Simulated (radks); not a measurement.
Species: the bismuth ion Bi13+. Configuration: [Xe] 4f13 5d3 (not the ground configuration).

Method: scalar-relativistic Kohn-Sham, LDA (Slater exchange, Perdew-Wang correlation), spin-polarised, spherical densities, finite nucleus; open shells are filled with parallel spins first (spin-orbit coupling, left out, can overturn this in heavy ions); Fermi nuclear charge, rms radius 5.5211 fm; computed with a radial shooting solver on a logarithmic mesh with Libxc functionals.

Energy parts (hartree):
| part | energy |
|---|---|
| total | -21455.4475 |
| kinetic | 24319.2122 |
| electron-nucleus | -52959.8580 |
| Hartree | 7558.1159 |
| exchange-correlation | -372.9176 |

Orbitals (lengths in bohr, moments of r in powers of bohr; <r^-3> diverges for s and p1/2; r(max) is where P^2 peaks):
orbital  occ.  eigenvalue (hartree)  <r^-3>    r(max)       <r^4>
1s up       1             -3337.268       -  0.009671   3.337e-07
1s down     1             -3337.267       -  0.009671   3.337e-07
2s up       1             -607.7783       -   0.05624  0.00004790
2s down     1             -607.7573       -   0.05624  0.00004790
2p up       3             -521.7674   31000   0.04692  0.00004001
2p down     3             -521.7495   31000   0.04692  0.00004001
3s up       1             -154.1026       -    0.1586    0.001714
3s down     1             -154.0582       -    0.1586    0.001713
3p up       3             -129.5153    7227    0.1589    0.001920
3p down     3             -129.4697    7230    0.1589    0.001918
3d up       5             -104.7285   871.5    0.1294    0.001472
3d down     5             -104.6861   871.8    0.1294    0.001471
4s up       1             -42.62574       -    0.3553     0.03649
4s down     1             -42.55367       -    0.3554     0.03650
4p up       3             -34.51911    1816    0.3750     0.04870
4p down     3             -34.44930    1814    0.3751     0.04867
4d up       5             -25.24934   195.6    0.3798     0.06340
4d down     5             -25.17773   195.5    0.3799     0.06328
4f up       7             -15.04899   41.11    0.3377     0.08724
4f down     6             -14.97130   41.15    0.3378     0.08667
5s up       1             -14.49758       -    0.7530      0.6818
5s down     1             -14.37618       -    0.7517      0.6782
5p up       3             -11.99318   419.2    0.8272       1.026
5p down     3             -11.86217   421.8    0.8257       1.024
5d up       3              -9.00953   39.42    0.9353       1.820
5d down     0              -8.87437   39.47    0.9341       1.836

The highest occupied level is 5d up at -245.16 eV. The electron density at the nucleus is 3.2e+06 e/bohr^3 (large components only). The spin density at the nucleus is -31.95 e/bohr^3 (1s -1.16, 2s -6.51, 3s -12.94, 4s 8.68, 5s -20.02). Spin moment in Bohr magnetons: 4. The density falls to 0.001 e/bohr^3 at r = 2.14 bohr. Summed over all electrons, <r^2> = 16.78 bohr^2, which gives a Langevin (diamagnetic) susceptibility term of -13.3 x 10^-6 cm^3/mol.
